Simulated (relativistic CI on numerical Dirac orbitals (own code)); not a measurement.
Tm⁴⁺: 3d photoemission

Computed with this model: Dirac-Coulomb-Breit CI, separate exchange-only KLI orbitals for each configuration, model QED (radiative potential, 1s self-energy scaled to tabulated hydrogen-like ionisation energies), valence Slater integrals scaled by 0.9, multiplet model of photoemission in the sudden approximation; configurations [Xe] 4f11 → [Ar] 3d9 4s2 4p6 4d10 4f11 5s2 5p6; 300 K; Lorentzian 0.63 eV and Gaussian 0.7 eV FWHM. Energies are those of the free ion, without screening or charge transfer. The energies are binding energies and can lie tens of eV above those of solids. S is read from ⟨S²⟩ = S(S + 1).

free ion: ground-state S = 1.48, centroid 1548.92 eV. Peaks (eV, height): 1527.5 (74), 1529.1 (39), 1530.2 (30), 1531.7 (29), 1532.7 (26), 1534.2 (14), 1536.5 (15), 1537.9 (13), 1576.4 (100), 1579.8 (12).

Strongest unbroadened transitions for free ion:

| Energy (eV) | Relative strength |
| --- | --- |
| 1527.24 | 100.0 |
| 1527.83 | 73.0 |
| 1528.95 | 30.1 |
| 1529.31 | 19.6 |
| 1529.35 | 12.5 |
| 1530.27 | 32.4 |
| 1531.63 | 15.8 |
| 1531.66 | 16.6 |
| 1532.63 | 8.9 |
| 1532.78 | 19.4 |
| 1535.37 | 9.2 |
| 1575.09 | 29.7 |
| 1575.87 | 47.9 |
| 1576.16 | 11.8 |
| 1576.33 | 49.6 |
| 1576.54 | 72.2 |
| 1576.69 | 46.8 |
| 1579.83 | 14.6 |
